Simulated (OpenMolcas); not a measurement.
**Pb: CASPT2 settings compared**

```
Program             : OpenMolcas
Basis               : ANO-RCC-VQZP [9s8p6d4f3g]
Scalar Hamiltonian  : X2C, point nucleus
Active space        : 2 electrons in 3 orbitals (6p)
State averaging     : 2S+1 = 3 even, 3 roots; 2S+1 = 1 even, 6 roots kept (CI in the orbitals of an earlier block)
Spin-orbit coupling : state interaction with AMFI integrals over the reference wave functions, term energies averaged over their components
```

Methods on the same reference wave functions:
A. CASSCF
B. SS-CASPT2, IPEA 0.1 Eh, real shift 0.4 Eh (closed shells correlated: 6s)
C. SS-CASPT2, IPEA 0.35 Eh, imaginary shift 0.2 Eh (closed shells correlated: 6s)
D. SS-CASPT2, IPEA 0.75 Eh, imaginary shift 0.05 Eh (closed shells correlated: 4f 5s 5p 5d 6s)

Energies in cm-1 above 6s2 6p2 3P0, the measured ground level; measured values from NIST Handbook of Basic Atomic Spectroscopic Data.

```
             Level      A      B      C      D  Measured
       6s2 6p2 3P0    0.0    0.0    0.0    0.0       0.0
       6s2 6p2 3P1   6252   6760   6800   6770      7819
6s2 6p2 3P2 [60 %]   9826   9660   9590   9490     10650
6s2 6p2 1D2 [60 %]  19983  19140  19020  18880     21458
       6s2 6p2 1S0  31334  27740  27480  27690     29467
```

Deviations, from unrounded energies. A percentage is the sum of absolute deviations over the sum of measured energies, with the sign that they share, or ± where signs differ.

| Against measurement | Levels | A | B | C | D |
| --- | --- | --- | --- | --- | --- |
| mean absolute deviation (cm-1) | 4 | 1400 | 1500 | 1600 | 1600 |
| fine structure of the ground term (%) | 2 | -12.9 | -11.1 | -11.2 | -12.0 |
| other terms of the ground configuration (%) | 2 | ±6.6 | -7.9 | -8.7 | -8.6 |

A lies closest to measurement on these levels and D furthest from it. The largest miss of A in the table is 6s2 6p2 1S0, by +1900 cm-1. The ranking rests on the paired levels alone, and a cruder setting can come out closer through cancelling errors.

Among B to D the level of the table that moves most is 6s2 6p2 1D2 [60 %], by 270 cm-1 (lowest in D, highest in B). Moves below CASPT2's spread within the term are not significant.

From A to B the spin-free energies of the other terms of 6s2 6p2 shown, above 3P, scale by factors of 0.73 to 0.76.

The lowest spin-free term lies below A's lowest term by 0.042 hartree in B, 0.039 hartree in C, 0.875 hartree in D.

CASPT2 breaks the degeneracy within a term, and the mean is taken; among the terms shown or strongly mixed into the levels shown the widest spread is 90 cm-1 (6s2 6p2 1D, D). Terms from blocks run as CI alone lack orbitals of their own. Spin-orbit splittings of 6p shells tend to come out small when the coupling is added on scalar orbitals. With the s shell closed, the reference lacks s² → p² mixing. Measured partners are found by configuration, term and J. A level has none where our copy of the source lacks it or the pairing is in doubt (some pairs that miss far off the trend of their configuration count as doubtful), and it then counts in no deviation. Where the source uses jj or jK labels, the order within each J decides. Only configurations of the active space appear.

A share in square brackets marks a mixed level and gives the weight of the term that names it, the lowest over the columns.
